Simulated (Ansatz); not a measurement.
`[SiH3][SiH2]I` + H₂O → `O[SiH2]I` + SiH₄ at 500 K and 1 bar (formal hydrolysis of the Si–Si bond).

Gas-phase electronic energies from Ansatz, PBE0-D4/def2-TZVP geometries. CBS: MP2 limit from def2 TZ/QZ plus the TZ coupled-cluster correction, frozen cores. This one scheme is used for every species. Elements past krypton have def2 core potentials. For I outer-core shells are correlated without core-valence functions, which leaves a few kJ/mol of doubt a bond. Each species was taken in one conformer, which may not be the lowest.

```
        species  CCSD(T)/CBS energy (Eh)  H − E (kJ/mol)  S (J/(mol·K))
`[SiH3][SiH2]I`               -878.63094           151.8          398.3
            H₂O                -76.37941            73.2          206.3
     `O[SiH2]I`               -663.58059           115.9          351.5
           SiH₄               -291.46306           102.4          230.9
```

H − E and S are ideal-gas, rigid-rotor, harmonic terms from PBE0-D4/def2-TZVP, for one conformer and one mirror image of each species. 1 Eh = 2625.50 kJ/mol, R = 8.31446 J/(mol·K).

By hand: ΔE, ΔH, ΔS and ΔG.

ΔE = (-663.58059) + (-291.46306) − (-878.63094) − (-76.37941) = -0.03330 Eh = -87.4 kJ/mol. Δ(H − E) = 115.9 + 102.4 − 151.8 − 73.2 = -6.7, so ΔH = -94.1 kJ/mol. ΔS = 351.5 + 230.9 − 398.3 − 206.3 = -22.2 J/(mol·K). ΔG = -94.1 − 500 × (-22.2)/1000 = -83.0 kJ/mol.

By hand: the equilibrium constant, and the temperature at which ΔG would vanish if ΔH and ΔS stayed fixed.

log₁₀ K = −ΔG/(RT ln 10) = 8.7. ΔG = 0 at ΔH/ΔS = 4239 K, far beyond where these terms or the molecules hold.

ΔH outweighs TΔS. A doubt of 5 kJ/mol in ΔE shifts log₁₀ K by 0.5 here. Other conformers and mirror images would add mixing entropy, several J/(mol·K) or more a flexible species. These are equilibria of isolated gas molecules and say nothing of rates. Largest T1 diagnostic: 0.011 (customary marks: 0.02 for closed shells, 0.045 for open ones).
